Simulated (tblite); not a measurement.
Problem. What does the GFN2-xTB structure of InChI=1S/C6H16SSi/c1-6(2,3)8(5)7-4/h8H,1-5H3/t8-/m1/s1 look like in three dimensions?

Solution. 
```
atom  x, y, z in Å
C1     3.2349    1.4439   -0.1457
S2     1.4539    1.8080   -0.1338
Si3    0.6898   -0.1620    0.3088
C4     1.3937   -1.4092   -0.9435
C5    -1.2196   -0.0537    0.2619
C6    -1.7073    0.3042   -1.1430
C7    -1.7035    1.0163    1.2408
C8    -1.8098   -1.4029    0.6670
H9     3.7505    2.3954   -0.2153
H10    3.4761    0.8290   -1.0062
H11    3.5095    0.9376    0.7737
H12    1.1619   -0.4970    1.6619
H13    2.4644   -1.5319   -0.8074
H14    0.9381   -2.3871   -0.8276
H15    1.2265   -1.0810   -1.9666
H16   -2.7927    0.4003   -1.1522
H17   -1.4312   -0.4666   -1.8599
H18   -1.2794    1.2506   -1.4672
H19   -1.3901    0.7848    2.2567
H20   -1.2993    1.9896    0.9713
H21   -2.7913    1.0792    1.2274
H22   -1.5056   -2.1850   -0.0248
H23   -1.4829   -1.6862    1.6648
H24   -2.8983   -1.3564    0.6665
```

Any rigid rotation of these coordinates is as good. Atoms count from 1 in this order. Si3 (SiH silicon) is tetrahedral (angles from 106.4° to 113.0°). Of the pairs four or more bonds apart, S2···H20 is among the closest relative to their van der Waals radii: 2.97 Å, 99 % of the sum of Bondi's values. All 3 C–C bonds measure 1.527 to 1.530 Å.

Bonds between heavy atoms (Å): C1–S2 1.818, S2–Si3 2.159, Si3–C4 1.902, Si3–C5 1.913, C5–C6 1.530, C5–C7 1.529, C5–C8 1.527.

Structure optimised with GFN2-xTB, isolated species.

Point group: C1 (no symmetry element, even within 0.4 Å). Its GFN2-xTB frequencies are all real (lowest 32 cm⁻¹). The numbers are those of one conformer (C1–S2–Si3–C4 -54°).

These are computed values.
